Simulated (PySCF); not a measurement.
SMILES CC(=O)CB(O)O (C3H7BO3), singlet (GFN2-xTB optimised geometry):

```
14

C     -0.660    -1.308    -0.052
C      0.144    -0.038     0.000
O      1.359    -0.038     0.000
C     -0.639     1.237     0.000
B     -0.136     2.174    -1.226
O      1.158     2.192    -1.595
O     -1.048     2.938    -1.856
H     -1.295    -1.295    -0.935
H     -0.003    -2.174    -0.083
H     -1.302    -1.369     0.824
H     -1.711     1.060    -0.016
H     -0.394     1.787     0.911
H      1.711     1.565    -1.109
H     -0.688     3.481    -2.558
```

Calculation: B3LYP/def2-TZVP run with PySCF.

Q: What are the frontier orbital energies and the dipole moment?

A: HOMO-2 -9.08 eV, HOMO-1 -8.95 eV, HOMO -7.29 eV, LUMO -0.88 eV, LUMO+1 0.35 eV; dipole moment 1.90 D.

Meta-Löwdin charges at B3LYP/def2-TZVP: C1 -0.38, C2 0.41, O3 -0.45, C4 -0.39, B5 0.47, O6 -0.53, O7 -0.52, H8 0.13, H9 0.13, H10 0.13, H11 0.12, H12 0.15, H13 0.36, H14 0.35.
